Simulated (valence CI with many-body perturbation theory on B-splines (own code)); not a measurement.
**Er³⁶⁺: calculated level list**

Computed by configuration interaction combined with many-body perturbation theory (CI+MBPT): four valence electrons over a frozen Dirac-Fock core [Ar] 3d10, radial functions for each j: 11 s, 11 p, 10 d, 8 f, 5 g, 2 h, with the one-electron correlation potential Σ1 (screened to all orders), the two-electron term Σ2, the three-electron term Σ3, Breit, model QED; selected single and double excitations, second order for the rest, scaled by the run's own slope (own B-spline code, finite nucleus).

The last digits are not significant, and no measured levels were compared; by estimate large intervals hold to a few tenths of a per cent, small ones and those within an open d or f shell to about a per cent. Among the levels kept, up to 390 cm⁻¹ of a level comes from second order outside the variational space, and about a tenth of that is noise between levels of different J, which matters for small intervals.

Levels 181 to 188 of 188, with energies above the lowest level, (4s^2 4p1/2^2) J=0. "Leading %" is the weight of the configuration and term that name the level; weights of strongly mixed levels are sums over their largest components and can fall short, so below about 35 % the name and the second component can differ from the true leading terms, or belong to a minority configuration. In the jj column 3d3/2^4 stands for four electrons in 3d with j = 3/2. Lifetimes count E1, E2, E3, M1 and M2 decay at the calculated energies, and are blank where another channel may lead or the interval is too uncertain; long ones can be off by a factor of two.

| No. | Configuration | Term | J | E (Ry) | Leading % | Second component | Lifetime | Leading jj |
| --- | --- | --- | --- | --- | --- | --- | --- | --- |
| 181 | 4s4p²4f | ³G° | 3 | 37.096 | 36 | 13 % 4p³4d ³F° | 1.49 ps | 4s 4p1/2 4p3/2 4f5/2 (52 %) |
| 182 | 4s4p²4f | ³D° | 3 | 37.176 | 52 | 4 % 4s4p²4f ⁵D° | 2.30 ps | 4s 4p1/2 4p3/2 4f7/2 (64 %) |
| 183 | 4p³4d | ¹F° | 3 | 37.293 | 24 | 16 % 4p³4d ³F° | 2.37 ps | 4p1/2 4p3/2^2 4d5/2 (61 %) |
| 184 | 4s4p4d² | ³D° | 1 | 37.301 | 24 | 17 % 4p³4d ³P° | 949 fs | 4s 4p1/2 4d3/2 4d5/2 (39 %) |
| 185 | 4s4p4d² | ³G° | 4 | 37.369 | 28 | 10 % 4s4p²4f ³G° | 2.59 ps | 4s 4p1/2 4p3/2 4f7/2 (32 %) |
| 186 | 4s4p²4f | ¹D° | 2 | 37.401 | 17 | 11 % 4p³4d ³P° | 1.27 ps | 4s 4p1/2 4p3/2 4f5/2 (51 %) |
| 187 | 4s4p4d² | ³D° | 3 | 37.521 | 12 | 11 % 4s4p4d² ¹F° | 1.64 ps | 4s 4p1/2 4p3/2 4f7/2 (27 %) |
| 188 | 4s4p²4f | ¹H° | 5 | 37.599 | 46 | 30 % 4s4p²4f ³G° | 2.56 ps | 4s 4p1/2 4p3/2 4f7/2 (44 %) |

Where two levels of one J and parity lie close, their mixing, g and order are uncertain.
